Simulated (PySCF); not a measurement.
PySCF input for trans-(1R,2R)-1-ethenyl-2-methylcyclopropane (C₆H₁₀), SMILES C=C[C@H]1C[C@H]1C, PBE-D3(BJ)/def2-SVP. The structure is a stationary point at PBE-D3(BJ)/def2-SVP. One conformer was computed; it need not be the lowest.

```python
import numpy as np
from pyscf import gto, scf, dft, df
from pyscf.hessian import thermo

mol = gto.M(
    atom='''
    C     1.88511863   -1.01329668    0.33616620
    C     1.14411109   -0.05602404    0.92578703
    C     0.23232197    0.90773532    0.25794150
    C    -0.12552007    0.83124397   -1.20881127
    C    -1.18500786    0.50827336   -0.18436112
    C    -1.70213424   -0.90200369   -0.02122111
    H     1.89948317   -1.14607680   -0.75781853
    H     2.51269154   -1.69603698    0.92917403
    H     1.18900662    0.03694224    2.02676046
    H     0.28525172    1.92414667    0.68577774
    H     0.27967290   -0.01242268   -1.79054864
    H    -0.19357745    1.77293513   -1.77509049
    H    -1.94320568    1.29292012   -0.01674839
    H    -2.17079657   -1.04895976    0.97402151
    H    -0.88512777   -1.64447959   -0.11719174
    H    -2.46673545   -1.13453780   -0.79134334
    ''',
    basis='def2-SVP',
    charge=0,
    spin=0,
    max_memory=1600,
    verbose=3,
)
mf = dft.RKS(mol, xc='pbe').density_fit(auxbasis='def2-universal-jkfit')
mf.disp = 'd3bj'
mf.grids.level = 3
mf.conv_tol = 1e-11
mf.max_cycle = 100
mf.kernel()

# analytic Hessian; the response equations are solved on a coarser grid
h, args, fine = mf.Hessian(), (mf.mo_energy, mf.mo_coeff, mf.mo_occ), mf.grids
h.max_memory = max(150, 2.5e-5 * df.make_auxmol(mol, mf.with_df.auxbasis).nao * mol.nelec[0] * (mol.nelec[0] + mol.nao))  # MB; small integral blocks
h1ao = h.make_h1(mf.mo_coeff, mf.mo_occ)
mf.grids = dft.Grids(mol).set(level=1).build(with_non0tab=True)
mo1, mo_e1 = h.solve_mo1(*args, h1ao)
mf.grids = fine
hess = h.hess_elec(*args, mo1, mo_e1, h1ao) + h.hess_nuc()
if mf.do_disp():
    hess += h.get_dispersion()
for i in range(mol.natm):  # the analytic DFT Hessian lacks the response of the grid: restore translational invariance
    hess[i, i] -= hess[i].sum(axis=0)
hess = (hess + hess.transpose(1, 0, 3, 2)) / 2
vib = thermo.harmonic_analysis(mol, hess, imaginary_freq=False)
thermo.dump_normal_mode(mol, vib)
th = thermo.thermo(mf, vib['freq_au'][vib['freq_au'] > 0], 298.15, 101325)
thermo.dump_thermo(mol, th)
g0 = mf.nuc_grad_method().set(verbose=0).kernel()

# dipole derivatives [dipole axis, atom, xyz] from the same response
r, irp = mol.intor('int1e_r'), mol.intor('int1e_irp').reshape(3, 3, mol.nao, mol.nao)
sl, dm0, ok = mol.aoslice_by_atom(), np.array(mf.make_rdm1()), []
dmu = np.einsum('a,xt->xat', mol.atom_charges(), np.eye(3))
for a, (_, _, p0, p1) in enumerate(sl):
    dmu[:, a] += 2 * np.einsum('xtij,ij->xt', irp[:, :, :, p0:p1], dm0.reshape(-1, mol.nao, mol.nao).sum(0)[:, p0:p1])
    for u, c, occ, f in [(mo1, mf.mo_coeff, mf.mo_occ, 4)]:
        dmu[:, a] -= f * np.einsum('tui,xuv,vi->xt', u[a], r, c[:, occ > 0], optimize=True)
L = vib['norm_mode']
ir = 974.8801 * (np.einsum('xat,kat->kx', dmu, L) ** 2).sum(1)       # km/mol
apt = np.einsum('xax->a', dmu) / 3
print('mode   freq/cm-1   IR/(km/mol)')
for k, w in enumerate(vib['freq_wavenumber']):
    print(f'{k + 1:4d} {w:11.2f} {ir[k]:13.3f}')
print('max |gradient| / (hartree/bohr):', abs(g0).max())
print('APT charges:', apt.round(4))
```

Log of the run:

```
[...]
      13   H                -0.03 -0.35 -0.05    0.01 -0.18 -0.03   -0.17 -0.23 -0.17
      14   H                -0.24 -0.21  0.00   -0.14 -0.12  0.03   -0.22 -0.22 -0.00
      15   H                 0.04 -0.38  0.08    0.03 -0.17  0.04   -0.08 -0.28  0.23
Mode                                27                  28                  29
Irrep
Freq [cm^-1]                     1388.3100           1410.1449           1417.0238
Reduced mass [au]                   1.3092              1.0866              1.0646
Force const [Dyne/A]                1.4867              1.2730              1.2595
Char temp [K]                    1997.4691           2028.8845           2038.7817
Normal mode                   x     y     z       x     y     z       x     y     z
       0   C                -0.02  0.03  0.04    0.00 -0.00 -0.00    0.00  0.00  0.00
       1   C                -0.06  0.07 -0.03    0.01 -0.00  0.01   -0.00 -0.00 -0.00
       2   C                 0.06 -0.05  0.05   -0.03  0.01 -0.03    0.01 -0.00  0.02
       3   C                -0.01  0.01  0.01   -0.01 -0.01  0.04    0.01  0.01 -0.04
       4   C                -0.01  0.00  0.01    0.01  0.02  0.01   -0.00 -0.01  0.02
       5   C                 0.01  0.01  0.00   -0.03  0.00  0.04    0.03 -0.02  0.03
       6   H                 0.30 -0.34  0.07    0.01  0.00 -0.00   -0.02  0.01 -0.00
       7   H                 0.18 -0.26 -0.48   -0.01  0.00  0.01   -0.00  0.01  0.01
       8   H                 0.11 -0.13 -0.02    0.01 -0.01  0.01   -0.01  0.02 -0.01
       9   H                -0.07  0.03 -0.12    0.04 -0.04  0.07   -0.02  0.02 -0.03
      10   H                 0.04  0.15 -0.17    0.01  0.13 -0.15   -0.01 -0.13  0.15
      11   H                 0.06 -0.13 -0.25    0.07 -0.10 -0.12   -0.07  0.10  0.14
      12   H                -0.04 -0.01 -0.06    0.01  0.02 -0.00   -0.01 -0.01 -0.02
      13   H                -0.07  0.01 -0.03    0.23  0.31  0.18   -0.49  0.35 -0.17
      14   H                -0.00  0.00 -0.05   -0.25 -0.20 -0.40    0.11  0.17 -0.56
      15   H                -0.03 -0.05  0.05    0.44 -0.28 -0.35   -0.08 -0.27  0.19
Mode                                30                  31                  32
Irrep
Freq [cm^-1]                     1442.5865           1665.5837           2966.3268
Reduced mass [au]                   1.9520              5.2803              1.0371
Force const [Dyne/A]                2.3934              8.6307              5.3765
Char temp [K]                    2075.5607           2396.4041           4267.8839
Normal mode                   x     y     z       x     y     z       x     y     z
       0   C                 0.00 -0.00 -0.01   -0.10  0.12  0.07    0.00 -0.00 -0.00
       1   C                 0.02 -0.01  0.02    0.12 -0.15 -0.05   -0.00  0.00  0.00
       2   C                -0.08  0.01 -0.08   -0.02  0.03 -0.00   -0.00  0.00  0.00
       3   C                -0.03 -0.02  0.11    0.00 -0.00  0.00   -0.00 -0.00 -0.00
       4   C                 0.11  0.06 -0.03   -0.00 -0.00 -0.00   -0.00 -0.00  0.00
       5   C                -0.01 -0.03  0.00    0.00 -0.00 -0.00    0.02  0.04 -0.01
       6   H                 0.01  0.01 -0.01    0.12 -0.12  0.13   -0.00  0.00  0.00
       7   H                -0.02  0.01  0.04   -0.03  0.01 -0.18   -0.00  0.00 -0.00
       8   H                 0.04 -0.04  0.02   -0.10  0.12 -0.09   -0.00 -0.00 -0.01
       9   H                 0.08 -0.09  0.13   -0.05  0.04 -0.02    0.00 -0.00 -0.00
      10   H                 0.01  0.23 -0.24   -0.01 -0.00 -0.01   -0.00  0.01  0.00
      11   H                 0.12 -0.19 -0.19    0.01  0.01  0.02    0.00 -0.00  0.00
      12   H                -0.11 -0.18  0.07    0.01  0.01  0.01    0.01 -0.01 -0.00
      13   H                -0.22 -0.05 -0.10    0.00  0.00  0.00   -0.25 -0.07  0.54
      14   H                 0.16  0.18 -0.03    0.00  0.00  0.01    0.37 -0.32 -0.05
      15   H                -0.18 -0.03  0.17   -0.00  0.01 -0.00   -0.41 -0.11 -0.42
Mode                                33                  34                  35
Irrep
Freq [cm^-1]                     3046.1914           3057.1100           3059.3576
Reduced mass [au]                   1.1031              1.0882              1.0610
Force const [Dyne/A]                6.0308              5.9919              5.8511
Char temp [K]                    4382.7913           4398.5007           4401.7344
Normal mode                   x     y     z       x     y     z       x     y     z
       0   C                 0.00 -0.00 -0.00    0.00 -0.00  0.00   -0.00  0.00  0.00
       1   C                -0.00 -0.00 -0.00   -0.00 -0.00 -0.04    0.00  0.00  0.02
       2   C                -0.00 -0.00  0.00    0.00  0.04  0.02    0.00 -0.02 -0.01
       3   C                 0.00  0.00 -0.00    0.00 -0.00 -0.01    0.02  0.00 -0.05
       4   C                 0.00 -0.00  0.00    0.03 -0.03 -0.01    0.00 -0.00  0.00
       5   C                 0.02  0.00  0.09   -0.04  0.02  0.00   -0.01  0.00  0.00
       6   H                 0.00  0.00  0.01   -0.00  0.00  0.05   -0.00 -0.01 -0.07
       7   H                -0.00  0.00 -0.00   -0.05  0.05 -0.05    0.05 -0.05  0.05
       8   H                 0.00  0.00  0.03    0.02  0.04  0.44   -0.01 -0.02 -0.28
       9   H                -0.00 -0.00 -0.00   -0.02 -0.44 -0.18    0.01  0.27  0.12
      10   H                -0.00  0.01  0.00   -0.06  0.13  0.08   -0.23  0.49  0.32
      11   H                 0.00 -0.01  0.00    0.01 -0.12  0.07    0.04 -0.51  0.29
      12   H                -0.01  0.01  0.00   -0.31  0.32  0.07   -0.04  0.04  0.01
      13   H                 0.29  0.08 -0.59    0.06  0.02 -0.14    0.02  0.01 -0.05
      14   H                -0.01  0.01  0.02    0.31 -0.28 -0.04    0.09 -0.08 -0.01
      15   H                -0.47 -0.14 -0.46    0.12  0.04  0.13    0.03  0.01  0.04
Mode                                36                  37                  38
Irrep
Freq [cm^-1]                     3060.5172           3067.5401           3075.8753
Reduced mass [au]                   1.0858              1.0832              1.0863
Force const [Dyne/A]                5.9922              6.0054              6.0552
Char temp [K]                    4403.4028           4413.5073           4425.4997
Normal mode                   x     y     z       x     y     z       x     y     z
       0   C                 0.01 -0.01 -0.00    0.01 -0.02 -0.01    0.02 -0.02 -0.02
       1   C                -0.00 -0.00 -0.05   -0.00 -0.00 -0.03   -0.00  0.00  0.01
       2   C                 0.00  0.01  0.01   -0.00 -0.05 -0.02   -0.00 -0.01 -0.01
       3   C                 0.01 -0.00 -0.02   -0.00  0.00  0.01   -0.00  0.01  0.00
       4   C                -0.02  0.02  0.00   -0.01  0.01  0.00    0.04 -0.04 -0.01
       5   C                 0.04 -0.02 -0.01   -0.03  0.01  0.00    0.04 -0.02 -0.01
       6   H                 0.00  0.01  0.10   -0.00  0.03  0.31   -0.00  0.04  0.40
       7   H                -0.08  0.09 -0.08   -0.17  0.18 -0.17   -0.18  0.20 -0.18
       8   H                 0.02  0.05  0.56    0.02  0.03  0.38   -0.00 -0.01 -0.11
       9   H                -0.01 -0.14 -0.06    0.02  0.58  0.24    0.01  0.15  0.06
      10   H                -0.11  0.23  0.15    0.03 -0.07 -0.04    0.01 -0.03 -0.02
      11   H                 0.02 -0.21  0.12   -0.01  0.05 -0.03    0.00 -0.03  0.02
      12   H                 0.23 -0.24 -0.05    0.11 -0.12 -0.03   -0.44  0.47  0.10
      13   H                -0.08 -0.03  0.18    0.05  0.02 -0.12   -0.07 -0.02  0.15
      14   H                -0.34  0.31  0.04    0.25 -0.23 -0.03   -0.27  0.25  0.03
      15   H                -0.11 -0.04 -0.12    0.09  0.03  0.10   -0.09 -0.03 -0.10
Mode                                39                  40                  41
Irrep
Freq [cm^-1]                     3077.7085           3151.2854           3170.3601
Reduced mass [au]                   1.0822              1.1179              1.1163
Force const [Dyne/A]                6.0398              6.5405              6.6110
Char temp [K]                    4428.1373           4533.9980           4561.4422
Normal mode                   x     y     z       x     y     z       x     y     z
       0   C                 0.02 -0.03 -0.03   -0.00  0.00 -0.00   -0.03  0.03 -0.08
       1   C                -0.00  0.01  0.04   -0.00  0.00 -0.00    0.00 -0.00 -0.01
       2   C                 0.00  0.03  0.01    0.00  0.00  0.00    0.00 -0.00 -0.00
       3   C                 0.00 -0.00 -0.01   -0.02  0.09 -0.00    0.00 -0.00  0.00
       4   C                -0.02  0.02  0.01   -0.00  0.00  0.00    0.00 -0.00 -0.00
       5   C                -0.01  0.01  0.00   -0.00  0.00  0.00    0.00 -0.00 -0.00
       6   H                -0.00  0.06  0.53    0.00  0.00  0.01   -0.01  0.08  0.59
       7   H                -0.22  0.24 -0.22    0.01 -0.01  0.01    0.41 -0.45  0.39
       8   H                -0.02 -0.03 -0.39    0.00 -0.00  0.00    0.00  0.01  0.08
       9   H                -0.01 -0.36 -0.15   -0.00 -0.04 -0.02   -0.00  0.00  0.00
      10   H                -0.03  0.07  0.04    0.23 -0.48 -0.33   -0.01  0.01  0.01
      11   H                 0.00 -0.02  0.01    0.04 -0.60  0.35   -0.00  0.01 -0.01
      12   H                 0.25 -0.26 -0.05    0.04 -0.04 -0.01   -0.00  0.00  0.00
      13   H                 0.03  0.01 -0.07    0.00  0.00 -0.00   -0.00 -0.00  0.00
      14   H                 0.11 -0.10 -0.01    0.01 -0.01 -0.00   -0.00  0.00  0.00
      15   H                 0.04  0.01  0.04    0.00  0.00  0.00   -0.00 -0.00 -0.00
temperature 298.1500 [K]
pressure 101325.00 [Pa]
Rotational constants [GHz] 5.38568 2.80446 2.36601
Symmetry number 1
Zero-point energy (ZPE) 0.13835 [Eh]   363239.438 [J/mol]
                           tot       elec      trans        rot        vib
Entropy [J/mol/K]       336.400      0.000    163.727    111.295     61.377
Cv [J/mol/K]            107.895      0.000     12.472     12.472     82.952
Cp [J/mol/K]            116.209      0.000     20.786     12.472     82.952
Internal energy [J/mol]                      3718.434   3718.434 373981.099
Internal energy [Eh]   -233.97594  -234.12121
Enthalpy [J/mol]                             6197.391   3718.434 373981.099
Enthalpy [Eh]          -233.97500
Gibbs free energy [J/mol]                  -42617.887 -29464.246 355681.416
Gibbs free energy [Eh] -234.01320
mode   freq/cm-1   IR/(km/mol)
   1       82.78         0.250
   2      188.77         0.293
   3      213.06         0.466
   4      259.77         0.018
   5      346.51         0.381
   6      422.80         6.404
   7      530.37         0.340
   8      657.81         6.419
   9      756.30         4.366
  10      786.38         9.563
  11      823.71         2.162
  12      883.78        33.743
  13      894.57         4.202
  14      909.99         4.770
  15      975.11         1.538
  16      988.29        11.587
  17     1016.49         6.081
  18     1043.83        11.407
  19     1071.52         3.172
  20     1077.98         1.354
  21     1094.69         5.990
  22     1150.85         4.951
  23     1199.13         0.405
  24     1270.05         0.376
  25     1318.65         1.675
  26     1343.91         1.007
  27     1365.89         2.382
  28     1388.31         7.676
  29     1410.14         6.333
  30     1417.02         5.840
  31     1442.59         2.129
  32     1665.58        21.237
  33     2966.33        33.059
  34     3046.19        16.338
  35     3057.11         4.451
  36     3059.36         3.123
  37     3060.52        15.527
  38     3067.54        12.491
  39     3075.88        27.408
  40     3077.71         4.670
  41     3151.29         6.492
  42     3170.36        10.287
max |gradient| / (hartree/bohr): 3.0758044992999106e-05
APT charges: [-0.1481  0.1167 -0.0655 -0.0405  0.0986  0.0318  0.0332  0.0344 -0.0038
 -0.0173  0.0165  0.0006 -0.0344 -0.0187  0.0155 -0.0191]
```

The run converged.

Cost: roughly 7 core-minutes.
